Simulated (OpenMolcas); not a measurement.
## Ni5+, Pd5+, Pt5+: d⁵ down the group

```json
{
 "Program": "OpenMolcas 26.06",
 "Method": "MS-CASPT2, IPEA 0.25 Eh, imaginary shift 0.1 Eh",
 "Basis": "ANO-R2",
 "Scalar Hamiltonian": "X2C, finite nucleus",
 "Spin-orbit coupling": "state interaction with AMFI integrals over the reference wave functions, term energies averaged over their components"
}
```

Active space for each ion: 5 electrons in 10 orbitals (d d); closed shells correlated by CASPT2: Ni5+ 3s 3p; Pd5+ 4s 4p; Pt5+ 5s 5p.

Computed levels in cm-1 above ⁶S_5/2:

```
                               Level   Ni5+   Pd5+   Pt5+
                              ⁴G_7/2  43820  29330  25760
                             ⁴G_11/2  43880  29590  27600
                              ⁴G_9/2  43890  29700  28800
                              ⁴P_1/2  48630  33380  30600
                              ⁴D_7/2  52390  35000  34690
                              ⁴D_1/2  52580  36590  39920
                             ²I_11/2  64000  42820  40840
                             ²I_13/2  64220  43950  45240
                           ²F_7/2(1)  70460  50600  58090
weight of ⁶S in the lowest level (%)    100     98     82
```

Mixed levels, with the weight of the term that names them: Pd5+ ⁴P_1/2 (68 %), Pd5+ ⁴D_1/2 (69 %), Pd5+ ²F_7/2(1) (57 %), Pt5+ ⁴G_7/2 (60 %), Pt5+ ⁴P_1/2 (59 %), Pt5+ ⁴D_7/2 (61 %), Pt5+ ⁴D_1/2 (66 %), Pt5+ ²I_11/2 (71 %), Pt5+ ²F_7/2(1) (60 %).

Measured, with the error of the calculation in %. Measured levels: Ni5+ from Corliss and Sugar, J. Phys. Chem. Ref. Data 10, 197 (1981).

| Level | Ni5+ |
| --- | --- |
| ⁴G_11/2 | 41921 (+4.7) |
| ⁴P_1/2 | 46325 (+5.0) |
| ⁴D_7/2 | 50331 (+4.1) |
| ²I_11/2 | 61196 (+4.6) |
| ²I_13/2 | 61280 (+4.8) |
| ²F_7/2(1) | 67085 (+5.0) |

Without spin-orbit coupling ⁴G lies 43850, 29490, 26940 cm-1 above ⁶S in that order; the difference to the level ⁴G_7/2, of either sign, comes from spin-orbit coupling, which also lowers the zero.

Term energies are means over components that CASPT2 splits; among the terms shown or strongly mixed into the levels shown the widest spread is 660 cm-1 (3d⁵ ²I, Ni5+). Active for correlation alone: 4d; no level in the range computed is led by a configuration that fills it, so any true level of that kind is missing (holds for Ni5+). Active for correlation alone: 5d; no level in the range computed is led by a configuration that fills it, so any true level of that kind is missing (holds for Pd5+). Active for correlation alone: 6d; no level in the range computed is led by a configuration that fills it, so any true level of that kind is missing (holds for Pt5+). Computed and measured levels are paired by configuration, term and J; levels that our copy of the source lacks, or whose pairing is in doubt (as where it misses far off the trend of its configuration), stay unpaired and out of the deviations. Only configurations of the active space appear.

A number in round brackets counts repeated terms of one configuration in the order of the reference energies.
